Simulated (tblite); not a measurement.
Start geometry of `C=C/C(CC)=N\N=C` from a force field or distance geometry (Å):
```
atom  x, y, z in Å
C1    -1.585   -1.697    0.090
C2    -0.377   -1.291   -0.143
C3     0.145    0.052   -0.164
C4     1.610    0.232   -0.462
C5     2.493   -0.445    0.551
N6    -0.522    1.126    0.014
N7    -1.878    1.133    0.285
C8    -2.506    2.193   -0.093
H9    -2.451   -1.094    0.294
H10   -1.791   -2.785    0.080
H11    0.365   -2.092   -0.322
H12    1.876    1.304   -0.462
H13    1.798   -0.146   -1.480
H14    2.717    0.194    1.434
H15    2.167   -1.445    0.853
H16    3.497   -0.556    0.053
H17   -1.980    3.012   -0.598
H18   -3.589    2.312    0.056
```

What comes out of this run: GFN2-xTB geometry optimisation, gas phase (tblite 0.8.0)?

```
atom  x, y, z in Å
C1    -1.6165   -1.5274    0.0603
C2    -0.3937   -1.2127   -0.3571
C3     0.2264    0.1001   -0.2502
C4     1.7075    0.1883   -0.5015
C5     2.4927   -0.4405    0.6502
N6    -0.3692    1.1856    0.0529
N7    -1.5228    1.4685    0.4987
C8    -2.5278    1.9911   -0.0607
H9    -2.2597   -0.8085    0.5383
H10   -2.0059   -2.5258   -0.0442
H11    0.2309   -1.9719   -0.8104
H12    1.9860    1.2374   -0.6029
H13    1.9502   -0.3290   -1.4330
H14    2.2592    0.0696    1.5816
H15    2.2389   -1.4925    0.7619
H16    3.5617   -0.3597    0.4678
H17   -2.6299    2.1195   -1.1353
H18   -3.3368    2.3143    0.5721
```

The energy falls by 0.773 eV over 87 L-BFGS steps, the largest force on an atom goes from 2.97 to 0.010 eV/Å, and the atoms move by 0.439 Å rms after alignment. The bond that changes most is N6–N7 (both ends C=N nitrogen), which shortens by 0.114 Å. Bonds longer at the end by more than 0.005 Å: 3 of 17; shorter: 11. Among the angles that change most is N6–N7–C8, from 115.1° to 131.3°. Among the dihedrals that turn most is C3–N6–N7–C8, from -153° to -107°. Rotational constants go from 3211, 1389, 1023 to 3259, 1400, 1069 MHz. The orientation of the end geometry is arbitrary; only internal coordinates are fixed.

Hardware: Arm Neoverse V1, one thread, on a shared host. Cost: 0.52 s.

Its GFN2-xTB frequencies are all real (lowest 53 cm⁻¹). The numbers are those of one conformer.

The numbers are calculated, not measured.
